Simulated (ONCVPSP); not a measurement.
tungsten (W): one change to an ONCV potential, before and after

```json
{"Element": "W (Z = 74)", "Generator": "ONCVPSP 4.0.1", "Type": "optimised norm-conserving Vanderbilt (ONCV)", "Functional": "PBEsol", "Relativity": "non-relativistic", "Frozen core": "[Kr] 4d10 4f14", "Valence charge": "14", "Reference configuration": "5s2 5p6 5d4 6s2", "Partial waves": "5s+6s: rc 2.05 bohr, ncon 4, nbas 9, qcut 4.6 1/bohr, 2 projectors; 5p: rc 1.65 bohr, ncon 4, nbas 8, qcut 8.9 1/bohr, 2 projectors, debl 2 Ha; 5d: rc 1.70 bohr, ncon 4, nbas 8, qcut 6.4 1/bohr, 1 projector; f scattering state at 0.04 Ha: rc 1.65 bohr, ncon 3, nbas 7, qcut 7.3 1/bohr, 2 projectors, debl 2.4 Ha", "Local potential": "polynomial inside 1.55 bohr (lpopt 1, dvloc0 1 Ha)", "Core correction": "Teter function, parameters optimised by the program"}
```

All-electron outer shells of the reference configuration (PBEsol, non-relativistic, ld1.x):

| shell | level (eV) | outermost node (bohr) | outermost maximum (bohr) |
| --- | --- | --- | --- |
| 5s | -65.05 | 0.58 | 1.05 |
| 4f | -41.95 | – | 0.42 |
| 5p | -40.78 | 0.59 | 1.13 |
| 5d | -5.84 | 0.63 | 1.47 |
| 6s | -4.78 | 1.41 | 2.95 |

Change: local potential polynomial inside 1.55 bohr (lpopt 1, dvloc0 9 Ha).

Cutoffs: the cutoffs (Ha) at which the residual kinetic energy of the hardest occupied pseudo-wave falls to 1 and 0.1 mHa per electron; they do not see the model core or the augmentation charge, which bear on the density cutoff. Errors are all-electron minus pseudo energies relative to the spin-unpolarised reference configuration.

Problem. Predict the effect on cutoff, ghosts and configuration errors.

Solution. The potential gets neither clearly harder nor softer (26 Ha and 31 Ha → 26 Ha and 31 Ha); a bound ghost appears in f, which as a rule spoils a file; the lowest positive-energy flag moves from f at 45.9 eV to p at 166.5 eV; of the 4 tests that both files solve, the error grows in 1 and shrinks in 0 by more than 15 % and 0.3 meV (median size 4.5 → 5.3 meV); the range in which the p phases agree narrows (upper end at the end of the scan → 3.1); the range in which the f phases agree widens (upper end 0.8 → at the end of the scan). In the separable form a ghost depends on how the local part lies against the semilocal potential of the channel, so the choice of the local part can create or remove one.

```csv
quantity,base,changed
"cutoff, loose",26 Ha,26 Ha
"cutoff, tight",31 Ha,31 Ha
bound ghosts,none,f
GHOST(+) flags under 300 eV,f at 45.9 eV,p at 166.5 eV
"error for 5s2 5p6 5d4 6s1, meV [ΔE 7.69 eV]",-1.3,-1.3
"error for 5s2 5p6 5d4 6s0, meV [ΔE 21.57 eV]",-7.8,-7.9
"error for 5s2 5p6 5d3 6s0, meV [ΔE 47.73 eV]",-6.4,-8.2
"error for 5s2 5p6 5d3 6s2 6p1, meV [ΔE 5.43 eV]",-2.5,-2.8
s: phases at 2.09 bohr within 0.05 rad from the reference energy up to (Ha; the scan ends near 5),4.2,4.0
p: phases at 1.67 bohr within 0.05 rad from the reference energy up to (Ha; the scan ends near 5),to the end of the scan,3.1
d: phases at 1.72 bohr within 0.05 rad from the reference energy up to (Ha; the scan ends near 5),3.6,4.6
f: phases at 1.67 bohr within 0.05 rad from the reference energy up to (Ha; the scan ends near 5),0.8,to the end of the scan
"rms error of d²Exc/dni dnj with the model core, mHa",0.81,0.81
```

Base: The cutoffs count occupied waves only; projector 2 of the f channel, the hardest unoccupied one, needs 144 Ha at the loose tolerance. Changed file: The cutoffs count occupied waves only; projector 2 of the f channel, the hardest unoccupied one, needs 144 Ha at the loose tolerance. A true bound ghost makes a file unfit for plane-wave use even where its test errors are small: the radial tests pick states by their node count and pass the ghost by.
